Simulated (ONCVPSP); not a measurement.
## What one change does to a pseudopotential (rhodium, ONCV)

| Quantity | Value |
| --- | --- |
| Element | rhodium (Rh) |
| Generator | ONCVPSP 4.0.1 |
| Type | optimised norm-conserving Vanderbilt (ONCV) |
| Functional | LDA (Perdew-Wang 92) |
| Relativity | scalar-relativistic |
| Frozen core | [Ar] 3d10 |
| Valence charge | 17 |
| Reference configuration | 4s2 4p6 4d8 (charge +1) |
| Partial waves | 4s: rc 1.60 bohr, ncon 5, nbas 8, qcut 9.1 1/bohr, 2 projectors, debl 1.4 Ha; 4p: rc 1.40 bohr, ncon 4, nbas 8, qcut 9.2 1/bohr, 2 projectors, debl 2.1 Ha; 4d: rc 1.35 bohr, ncon 4, nbas 8, qcut 6.1 1/bohr, 1 projector |
| Local potential | polynomial inside 0.85 bohr (lpopt 4, dvloc0 0 Ha) |
| Core correction | Teter function fitted to the true core (icmod 2), fcfact 0.7 |

In the s channel the program set the typed energies aside and used -3.319, 0.250 Ha. In the p channel the program set the typed energies aside and used -2.143, 0.250 Ha.

All-electron outer shells of the reference configuration (LDA (PZ), scalar-relativistic, ld1.x):

```
shell  level (eV)  outermost node (bohr)  outermost maximum (bohr)
   4s      -90.31                   0.47                      0.88
   4p      -58.32                   0.47                      0.94
   4d      -13.85                   0.46                      1.15
```

Change: p: qcut 7.2.

Cutoffs: the cutoffs (Ha) at which the residual kinetic energy of the hardest occupied pseudo-wave falls to 1 and 0.1 mHa per electron; they do not see the model core or the augmentation charge, which bear on the density cutoff. Errors are all-electron minus pseudo energies relative to the spin-unpolarised reference configuration.

Task: Predict the effect on cutoff, ghosts and configuration errors.

Result: The potential gets neither clearly harder nor softer (77 Ha and 126 Ha → 77 Ha and 126 Ha); the d channel sets the loose cutoff, while the largest relative change is in p, which becomes softer; the errors of the 4 common tests hardly move; neither file shows a bound ghost.

| quantity | base | changed |
| --- | --- | --- |
| cutoff, loose | 77 Ha | 77 Ha |
| cutoff, tight | 126 Ha | 126 Ha |
| loose cutoff by channel | s 30 Ha, p 29 Ha, d 77 Ha | s 30 Ha, p 15 Ha, d 77 Ha |
| bound ghosts | none | none |
| GHOST(+) flags under 300 eV | s at 220.7 eV | s at 220.7 eV |
| error for 4s2 4p6 4d8 5s1, meV [ΔE -7.78 eV] | +1.4 | +1.4 |
| error for 4s2 4p6 4d7, meV [ΔE 19.77 eV] | +0.1 | +0.1 |
| error for 4s2 4p6 4d6, meV [ΔE 52.51 eV] | +5.3 | +5.7 |
| error for 4s2 4p6 4d7 5s1, meV [ΔE 3.56 eV] | +2.0 | +2.0 |
| s: phases at 1.62 bohr within 0.05 rad from the reference energy up to (Ha; the scan ends near 5) | to the end of the scan | to the end of the scan |
| p: phases at 1.42 bohr within 0.05 rad from the reference energy up to (Ha; the scan ends near 5) | to the end of the scan | to the end of the scan |
| d: phases at 1.37 bohr within 0.05 rad from the reference energy up to (Ha; the scan ends near 5) | to the end of the scan | to the end of the scan |
| rms error of d²Exc/dni dnj with the model core, mHa | 0.53 | 0.51 |
